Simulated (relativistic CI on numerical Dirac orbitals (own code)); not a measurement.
# Transition arrays of Ge XII

Calculated at this level of theory: Dirac-Coulomb-Breit CI, separate exchange-only KLI orbitals for each configuration, model QED, valence Slater integrals scaled by 0.9, whole transition arrays (own radial code, finite nucleus).

Configurations in the expansion (outside the closed core [Ne] 3s2): 3p6.3d3, 3p6.3d2.4f, 3p5.3d4, 3p6.3d2.4p, 3p6.3d2.5f. Levels of other configurations are missing.

All E1 lines from the levels of 3p6.3d3; mean and standard deviation are weighted by gf, and upper levels are sorted by their leading configuration.

| Upper configuration | Lines | Σgf | Mean (eV) | Mean (nm) | σ (eV) | Strongest line (nm) |
| --- | --- | --- | --- | --- | --- | --- |
| 3p6.3d2.4f | 721 | 220.1 | 197.61 | 6.274 | 2.93 | 6.225 |
| 3p5.3d4 | 1718 | 241.1 | 106.32 | 11.661 | 7.56 | 10.879 |
| 3p6.3d2.4p | 466 | 14.6 | 141.88 | 8.738 | 2.96 | 8.619 |
| 3p6.3d2.5f | 721 | 97.3 | 242.64 | 5.110 | 3.19 | 5.072 |

Σgf per state of the lower configuration in bins of 0.2 nm over the central range (centre: value): 5.1: 0.71, 5.3: 0.06, 6.1: 0.20, 6.3: 1.43, 6.5: 0.19, 6.7: 0.01, 8.5: 0.02, 8.7: 0.06, 8.9: 0.03, 10.5: 0.04, 10.7: 0.11, 10.9: 0.34, 11.1: 0.14, 11.3: 0.19, 11.5: 0.26, 11.7: 0.17, 11.9: 0.20, 12.1: 0.08, 12.3: 0.07, 12.5: 0.09, 12.7: 0.10, 12.9: 0.04, 13.1: 0.06.

Problem. How do configuration mixing and the scaling of the Slater integrals move the arrays?

Solution. Slater scale 0.9, no configuration mixing: 3p6.3d2.4f 197.4 ± 2.8 eV (Σgf 198.4), 3p5.3d4 106.4 ± 7.6 eV (Σgf 259.2), 3p6.3d2.4p 142.1 ± 2.7 eV (Σgf 20.5), 3p6.3d2.5f 242.5 ± 3.2 eV (Σgf 72.7); Slater scale 1: 3p6.3d2.4f 197.9 ± 3.3 eV (Σgf 224.0), 3p5.3d4 108.1 ± 8.3 eV (Σgf 242.8), 3p6.3d2.4p 141.8 ± 3.3 eV (Σgf 13.7), 3p6.3d2.5f 242.8 ± 3.6 eV (Σgf 99.3); Slater scale 0.8: 3p6.3d2.4f 197.4 ± 2.6 eV (Σgf 216.4), 3p5.3d4 104.5 ± 6.8 eV (Σgf 239.2), 3p6.3d2.4p 141.9 ± 2.6 eV (Σgf 15.4), 3p6.3d2.5f 242.5 ± 2.8 eV (Σgf 95.3). With mixing, levels are counted to their leading configuration, so an array can shrink or vanish into another, and the sums then hold other lines.
